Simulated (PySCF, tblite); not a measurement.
A database entry of computed molecular properties. Lists by class give the value and the number of equivalent atoms.

```json
{
 "formula": "C5H6FO",
 "smiles": "[H]/[C]=C\\C(=O)CCF",
 "inchi": "InChI=1S/C5H6FO/c1-2-5(7)3-4-6/h1-2H,3-4H2",
 "charge": 0,
 "multiplicity": 2,
 "geometry_level": "GFN2-xTB",
 "electronic_structure_code": "PySCF",
 "results": {
  "GFN2-xTB geometry": {
   "point_group": "Cs",
   "rotational_constants_GHz": [8.652, 1.223, 1.086]
  },
  "GFN2-xTB harmonic vibrations, gas phase": {
   "strongest_ir_bands_cm-1_km_per_mol_modes": [
    [788.8, 129.9, 1],
    [1004.9, 149.8, 1],
    [1085.8, 55.5, 1],
    [1256.1, 47.2, 1],
    [1665.3, 60.1, 1],
    [1769.7, 270.2, 1]
   ],
   "zpe_kcal_per_mol": 58.9
  },
  "UKS B3LYP, pcH-1 on C F H O, non-relativistic, mean-field spin-orbit, GIAO": {
   "g_iso": 2.00229,
   "g_tensor": [2.00185, 2.00187, 2.00315],
   "s2": 0.761,
   "a_iso_by_class_MHz": [
    ["13C", 330.3, 1],
    ["1H", 112.9, 1],
    ["13C", 77.7, 1],
    ["1H", 46.2, 1],
    ["13C", -18.9, 1]
   ]
  }
 }
}
```

The rotational constants make it an asymmetric top with κ = (2B − A − C)/(A − C) = -0.96, nearer the prolate limit (−1). ⟨S²⟩ is 0.011 above the pure-spin value S(S + 1) = 0.75.

 In GFN2-xTB open shells enter through the occupations alone, without spin polarisation, so single modes can be far off. Hyperfine couplings depend on the geometry, which wasn't re-optimised at a DFT level.

The values belong to the conformer `[H]/[C:1]=[CH:2]\[C:3](=[O:4])[CH2:5][CH2:6][F:7]`: C1–C2–C3–O4 0°, C2–C3–C5–C6 180°, C3–C5–C6–F7 -179°.
